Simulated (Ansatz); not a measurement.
(HMg-mu-NH2)2 (Mg₂N₂H₆), 10 atoms. Hardware: 4 threads of Arm Neoverse V2 on a shared host.

Correlated methods freeze 4 core orbitals; core or outer-core shells of Mg are correlated, in sets that lack core-valence functions.

(1) How many basis functions does each of these Ansatz runs have, and roughly what does it cost? PBE-D4/def2-SVP, charge 0 singlet, energy, from earlier orbitals; LDA (SPW92)/def2-TZVP, charge 0 singlet, energy, from earlier orbitals; r2SCAN-D4/def2-TZVP, charge 0 singlet, energy, from earlier orbitals; PBE-D4/def2-TZVP, charge 1 doublet at the geometry of the charge 0 singlet, energy, from earlier orbitals; PBE-D4/def2-TZVP, charge 0 singlet, energy, from earlier orbitals; PBE0-D4/def2-SVP, charge 0 singlet, relaxation, 9 steps; B3LYP-D4/6-31G, charge 0 singlet, energy; CCSD(T)/def2-TZVPP, charge 0 singlet, energy, from earlier orbitals; HF/STO-3G, charge 0 singlet, energy; PBE0-D4/def2-SVP, charge 1 doublet at the geometry of the charge 0 singlet, energy with a search over starts; PBE0-D4/def2-SVP, charge 0 singlet, energy, from earlier orbitals; B97M-V/def2-TZVP, charge 0 singlet, energy, from earlier orbitals.

Results:

(1) Other jobs shared the machine, so times can vary by a factor of up to 3. A dash marks memory too small to be measured apart from the calling script's.

| run | functions | fitting or Cholesky vectors | wall time | peak host memory (GiB) |
| --- | --- | --- | --- | --- |
| HF/STO-3G, charge 0 singlet, energy | 34 | 383 | 0.1 s | – |
| B3LYP-D4/6-31G, charge 0 singlet, energy | 56 | 720 | 0.65 s | – |
| LDA (SPW92)/def2-TZVP, charge 0 singlet, energy, from earlier orbitals | 162 | 1150 | 0.7 s | – |
| PBE-D4/def2-SVP, charge 0 singlet, energy, from earlier orbitals | 94 | 1050 | 0.7 s | – |
| PBE0-D4/def2-SVP, charge 0 singlet, energy, from earlier orbitals | 94 | 1074 | 0.75 s | – |
| PBE-D4/def2-TZVP, charge 0 singlet, energy, from earlier orbitals | 162 | 1150 | 1.1 s | – |
| PBE-D4/def2-TZVP, charge 1 doublet at the geometry of the charge 0 singlet, energy, from earlier orbitals | 162 | 1150 | 1.9 s | – |
| PBE0-D4/def2-SVP, charge 1 doublet at the geometry of the charge 0 singlet, energy with a search over starts | 94 | 886 | 1.9 s | – |
| r2SCAN-D4/def2-TZVP, charge 0 singlet, energy, from earlier orbitals | 162 | 1150 | 2.2 s | – |
| B97M-V/def2-TZVP, charge 0 singlet, energy, from earlier orbitals | 162 | 1150 | 4.2 s | – |
| PBE0-D4/def2-SVP, charge 0 singlet, relaxation, 9 steps | 94 | 946 | 11 s | – |
| CCSD(T)/def2-TZVPP, charge 0 singlet, energy, from earlier orbitals | 210 | 1390 | 99 s | 3.4 |
